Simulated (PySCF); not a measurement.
Compound: C3H8FNSi.
Structure used (GFN2-xTB), in Å, numbered top down from 1:
```xyz
14
C3H8FNSi angstrom
F     -3.2069    0.3377    0.7525
C     -1.8343    0.2865    0.6947
C     -1.3903   -0.1558   -0.6912
C      0.0969   -0.2395   -0.8118
N      0.8638    0.0051    0.1431
Si     2.5720   -0.0016    0.3462
H     -1.4636    1.2877    0.9297
H     -1.5044   -0.4194    1.4614
H     -1.7687    0.5419   -1.4443
H     -1.8171   -1.1366   -0.9227
H      0.4459   -0.5358   -1.8119
H      2.8609    1.3680    0.7612
H      3.3701   -0.3539   -0.8354
H      2.7750   -0.9848    1.4063
```

A calculation gives these core lines: C 1s: 291.06 (area 1), 292.23 (area 1), 292.92 (area 1) eV; N 1s: 404.17 eV; F 1s: 692.27 eV; Si 1s: 1846.73 eV; Si 2p3/2: 106.93 eV.

Level of theory: PySCF 2.14.0, delta-SCF UKS SCAN, pcX-2 on the ionised atom, pcseg-1 elsewhere, spin-free X2C. The structure is a single GFN2-xTB conformer in the gas phase; no vibrational or solvent corrections.

Problem. Assign the C 1s lines to atoms.

Solution. 291.06 eV: C3 (chain CH2 carbon); 292.23 eV: C4 (C=N carbon); 292.92 eV: C2 (sp3 C–F carbon). The listed C 1s values span 1.86 eV, from C3 (bonded to 2 C and 2 H) to C2 (bonded to F, C and 2 H). The widest gap between neighbouring values is 1.17 eV, between 291.06 and 292.23 eV. Summing the Pauling electronegativity differences to the bonded atoms, each weighted by its formal bond order, gives -0.70 for the lowest site and +0.73 for the highest; no listed site has a larger sum than the highest.

Bonded neighbours of each site: F1: C; C2: F, C and 2 H; C3: 2 C and 2 H; C4: N (double bond), C and H; N5: C (double bond) and Si; Si6: N and 3 H.

Problem. Which effective nuclear charge Zeff reproduces each element's mean 1s value in the hydrogen-like formula E = 13.606 eV × Zeff²?

Solution. C (Z = 6): mean 292.1 eV, Zeff = 4.63, Z − Zeff = 1.37; N (Z = 7): mean 404.2 eV, Zeff = 5.45, Z − Zeff = 1.55; F (Z = 9): mean 692.3 eV, Zeff = 7.13, Z − Zeff = 1.87; Si (Z = 14): mean 1846.7 eV, Zeff = 11.65, Z − Zeff = 2.35. Means run over the listed sites, weighted by atom count.

The 2p values add to the ΔSCF energy of one spin-free hole a correction within the shell (spin–orbit coupling, ligand field). 2p1/2 minus 2p3/2 (ligand field included): Si 0.62 eV.
